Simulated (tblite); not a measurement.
C₅H₇FNO₂ (doublet state).
SMILES with atom numbers: `[CH3:1][O:2][C:3]1[NH:4][C:5](=[O:6])[CH2:7][C@H:8]1[F:9]` (hydrogens: H10, H11, H12 on C1; H13 on N4; H14, H15 on C7; H16 on C8)

The geometry is computed with GFN2-xTB (gas phase). This method treats the open shell by occupation alone, without spin polarisation.

**Question.** List the bond lengths, angles and torsions at this level.

**Answer.** 
```tsv
bond	length (bohr)
C1–O2	2.675
O2–C3	2.567
C3–N4	2.590
N4–C5	2.586
C5=O6	2.287
C5–C7	2.884
C7–C8	2.890
C8–F9	2.673
C3–C8	2.802
C1–H10, C1–H11, C1–H12	2.063
N4–H13	1.907
C7–H14	2.060
C7–H15	2.058
C8–H16	2.075
```

Bonds in one row agree within 0.02 bohr and their mean is given. A selection of angles:
```tsv
angle	degrees
C1–O2–C3	116.0
O2–C3–N4	119.4
O2–C3–C8	129.7
N4–C3–C8	109.9
C3–N4–C5	114.1
N4–C5–O6	125.4
N4–C5–C7	106.4
O6–C5–C7	128.2
C5–C7–C8	105.9
C7–C8–F9	110.0
C3–C8–C7	103.6
C3–C8–F9	111.0
H13–N4–C3	122.3
H13–N4–C5	123.6
```

Dihedral angles: C1–O2–C3–N4 -164° (antiperiplanar); O2–C3–N4–C5 -169° (antiperiplanar); C3–N4–C5–O6 -179° (antiperiplanar); N4–C5–C7–C8 -2° (synperiplanar); C5–C7–C8–F9 -117° (anticlinal); O2–C3–C8–C7 167° (antiperiplanar).

The C–O distances run from 1.210 Å (C5=O6, drawn double) to 1.415 Å (C1–O2, drawn single), a spread of 0.205 Å. Of the pairs four or more bonds apart, F9···H12 is among the closest relative to their van der Waals radii: 2.63 Å, 98 % of the sum of Bondi's values. C5 (carbon bonded to C, N and O) is planar (angles 128.2°, 125.4° and 106.4°, sum 360.0°, 0.00 Å off the plane of its three neighbours). The 5-membered ring C3–N4–C5–C7–C8 has internal angles of 103.6° to 114.1°; it is planar, 0.01 Å rms from its mean plane, widest ring torsion 2°. The 3 C–C bonds span 1.483 Å (C3–C8, drawn single) to 1.529 Å (C7–C8, drawn single), a spread of 0.046 Å. C3 (carbon bonded to C, N and O) is almost planar (angles 129.7°, 119.4° and 109.9°, sum 359.1°, 0.08 Å off the plane of its three neighbours). N4 (nitrogen bonded to 2 C and H) is planar (angles 123.6°, 122.3° and 114.1°, sum 360.0°, 0.00 Å off the plane of its three neighbours).

Point group: C1 (no symmetry element, even within 0.4 Å). Its GFN2-xTB frequencies are all real (lowest 17 cm⁻¹). 3 starts were optimised and ended at 0.00, 1.29 and 1.59 kcal/mol (GFN2-xTB); the lowest of these is shown.

Time: 0.2 s of wall time. Hardware: one thread, Arm Neoverse V2 (aarch64), no GPU, on a shared host. This is the geometry optimisation.

One conformer stands for the species.
